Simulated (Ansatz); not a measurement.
C2H6GeTe, SMILES `C=C[Te][GeH3]` at its PBE0-D4/def2-TZVP geometry, where that method's forces vanish. The species carries charge 0 and has multiplicity 1. Te takes the def2 core potential.

```xyz
10

C     2.2773    0.4860    0.4068
C     1.2338   -0.1644   -0.0853
Te   -0.1777   -1.1567    1.1164
Ge   -2.1726   -0.2304   -0.1810
H     2.4359    0.6104    1.4724
H     3.0204    0.9207   -0.2556
H     1.0913   -0.2746   -1.1558
H    -1.9167   -0.4239   -1.6848
H    -2.3833    1.2632    0.1125
H    -3.4085   -1.0303    0.2541
```

(1) What forces (eV/Å) does r2SCAN-D4/def2-TZVPP give on these atoms in the Gaussian-basis code of Ansatz? (Estimate.)

## Answers

(1) Ansatz gave: 
```
C1   0.175  0.105  0.101
C2  -0.051 -0.010 -0.164
Te3 -0.081 -0.081  0.097
Ge4 -0.061  0.008 -0.037
H5   0.003 -0.003 -0.019
H6  -0.009 -0.012  0.000
H7  -0.014 -0.003  0.005
H8  -0.016  0.013  0.061
H9   0.002 -0.058 -0.018
H10  0.053  0.041 -0.025
```
